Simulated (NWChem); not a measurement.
**H6Al2 in NWChem**

```xyz
8

Al     0.0000     0.0000    -1.3039
Al     0.0000     0.0000     1.3039
H      0.0000    -1.1587     0.0000
H     -1.4236     0.0000    -1.9931
H      1.4236     0.0000    -1.9931
H      0.0000     1.1587     0.0000
H     -1.4236     0.0000     1.9931
H      1.4236     0.0000     1.9931
```
Charge 0, spin multiplicity 1.

Program: NWChem. Structure: optimised with PBE0/def2-SVP, a minimum by its harmonic frequencies.

Symmetry labels belong to the abelian group D2h used in the runs, with the axes of the coordinates shown.

The structure started from a generated list of species.

Question: List the lowest 3 singlet excitations that TD-PBE/aug-cc-pVDZ gives, with oscillator strengths.

Answer: 
```json
[
 {"state": "1", "symmetry": "b1g", "energy (eV)": "5.48", "wavelength (nm)": "226", "f": "0.000"},
 {"state": "2", "symmetry": "au", "energy (eV)": "5.87", "wavelength (nm)": "211", "f": "0.000"},
 {"state": "3", "symmetry": "b3g", "energy (eV)": "6.14", "wavelength (nm)": "202", "f": "0.000"}
]
```
